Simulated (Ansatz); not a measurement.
Program: Ansatz. Geometries: PBE0-D4/def2-TZVP. ΔE: electronic, gas phase. CCSD(T)/CBS adds triple-zeta CCSD(T) − MP2 to the extrapolated MP2 energy (def2 sets, frozen cores). This one scheme is used for every species. Functionals use def2-TZVPP. B3LYP here is the variant with VWN-RPA as its local correlation; programs differ in this. For Ge outer-core shells are correlated without core-valence functions, which leaves a few kJ/mol of doubt a bond. Scalar relativity is left out up to krypton. Each species was taken in one conformer, which may not be the lowest.

Reaction (ligand exchange at a Ge–O bond): `[NH2][GeH2][O]BF` + `N[SiH2]S` → `N[SiH2][S][GeH2][NH2]` + `OBF`

`[NH2][GeH2][O]BF`:

```xyz
10

N     0.138    0.072    1.992
Ge    0.326   -0.833    0.431
O    -0.751   -0.169   -0.859
B    -0.402    0.665   -1.841
F    -1.337    1.089   -2.686
H     0.485    1.020    2.001
H    -0.777    0.039    2.416
H     1.770   -0.683   -0.058
H    -0.173   -2.265    0.617
H     0.720    1.064   -2.012
```

`N[SiH2]S`:

Z-matrix (Å, degrees):
```
Si
S 1 2.151
N 1 1.706 2 111.5
H 1 1.484 2 111.6 3 -117.8
H 1 1.485 2 105.8 3 122.4
H 2 1.343 1 94.3 3 -148.1
H 3 1.006 1 122.1 2 53.2
H 3 1.006 1 120.4 2 -98.6
```

`N[SiH2][S][GeH2][NH2]`:

```xyz
13

N    -1.129   -0.167    1.358
Si   -1.626    0.361   -0.206
S    -0.691   -0.830   -1.688
Ge    1.384   -0.846   -0.808
N     1.912    0.723   -0.033
H    -1.289    0.444    2.145
H    -1.279   -1.130    1.620
H    -1.241    1.795   -0.264
H    -3.079    0.254   -0.512
H     2.302   -1.134   -2.003
H     1.453   -1.940    0.264
H     1.362    0.953    0.783
H     1.924    1.518   -0.658
```

`OBF`:

```xyz
5

O    -0.169    0.301    0.943
B    -0.099    0.107   -0.386
F     0.612   -0.904   -0.880
H     0.331   -0.346    1.451
H    -0.675    0.841   -1.128
```

```csv
species,B3LYP-D4 energy (Eh)
`[NH2][GeH2][O]BF`,-2335.00423
`N[SiH2]S`,-745.60103
`N[SiH2][S][GeH2][NH2]`,-2879.28565
`OBF`,-201.32885
```

Task: Work out ΔE.

Result: ΔE = (-2879.28565) + (-201.32885) − (-2335.00423) − (-745.60103) = -0.00924 Eh = -24.3 kJ/mol. CCSD(T)/CBS gives -23.0 kJ/mol.

Largest T1 diagnostic among the species: 0.013.

The D4 term adds −13.2 kJ/mol with B3LYP and −7.4 kJ/mol with PBE0; it sums over pairs of atoms, weighted by their polarisabilities, and B3LYP, whose exchange is more repulsive, gets the larger term. In def2-TZVPP, CCSD(T) changes the Hartree–Fock value by −19.6 kJ/mol (the triples alone add −4.0 kJ/mol) and MP2 by −24.6 kJ/mol.
